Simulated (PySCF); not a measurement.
Orbital picture of InSn⁺

PBE0 at R = 3.285 Å; basis In cc-pVDZ-PP with ECP28, Sn cc-pVDZ-PP with ECP28; scalar-relativistic core potentials; PySCF 2.14. State: ³Π (triplet), unpaired electrons σ ↑, π ↑. Only the outer orbitals are listed, counted within each symmetry, core potentials removing the inner ones.

```json
{"spin": "α", "orbital": "7σ", "occ.": "1", "ε (eV)": "-17.63", "on In (%)": "10", "main shells (%)": "89 Sn s"}
{"spin": "α", "orbital": "8σ", "occ.": "1", "ε (eV)": "-14.64", "on In (%)": "85", "main shells (%)": "85 In s, 9 Sn s"}
{"spin": "α", "orbital": "9σ", "occ.": "1", "ε (eV)": "-10.27", "on In (%)": "37", "main shells (%)": "62 Sn p, 30 In p"}
{"spin": "α", "orbital": "5π", "occ.": "1", "ε (eV)": "-9.87", "on In (%)": "9", "main shells (%)": "91 Sn p"}
{"spin": "α", "orbital": "5π", "occ.": "0", "ε (eV)": "-8.12", "on In (%)": "17", "main shells (%)": "83 Sn p, 16 In p"}
{"spin": "α", "orbital": "6π", "occ.": "0", "ε (eV)": "-6.55", "on In (%)": "91", "main shells (%)": "91 In p, 8 Sn p"}
{"spin": "α", "orbital": "6π", "occ.": "0", "ε (eV)": "-6.42", "on In (%)": "83", "main shells (%)": "83 In p, 16 Sn p"}
{"spin": "β", "orbital": "7σ", "occ.": "1", "ε (eV)": "-16.22", "on In (%)": "17", "main shells (%)": "82 Sn s, 14 In s"}
{"spin": "β", "orbital": "8σ", "occ.": "1", "ε (eV)": "-14.01", "on In (%)": "82", "main shells (%)": "82 In s, 16 Sn s"}
{"spin": "β", "orbital": "9σ", "occ.": "0", "ε (eV)": "-7.63", "on In (%)": "45", "main shells (%)": "54 Sn p, 41 In p"}
{"spin": "β", "orbital": "5π", "occ.": "0", "ε (eV)": "-7.61", "on In (%)": "24", "main shells (%)": "75 Sn p, 24 In p"}
{"spin": "β", "orbital": "5π", "occ.": "0", "ε (eV)": "-7.06", "on In (%)": "47", "main shells (%)": "52 Sn p, 46 In p"}
```

Task: Which are the highest filled and the lowest empty level, where do they sit, and how wide is the gap?

Result: Highest filled α 5π at -9.87 eV (in %: 91 Sn p); lowest empty α 5π at -8.12 eV (in %: 83 Sn p, 16 In p); the gap at PBE0 is 1.75 eV. Both belong to one degenerate shell, split only by its one-sided filling, so this is no excitation gap.

```
bond order (Mayer)                                                                                                 : 0.68
⟨S²⟩                                                                                                               : 2.006
charge on In (Mulliken, basis-dependent)                                                                           : 0.61
charge on In (Löwdin, basis-dependent)                                                                             : 0.56
dipole moment (positive dipole points towards Sn; it is taken about the centre of mass and depends on that origin) : -1.65 D
polarisability along the bond                                                                                      : 146.1 bohr³
polarisability across the bond                                                                                     : 50.3 bohr³
```

Spin–orbit coupling is left out. The state was picked by a PBE0 search and need not be the measured ground state.
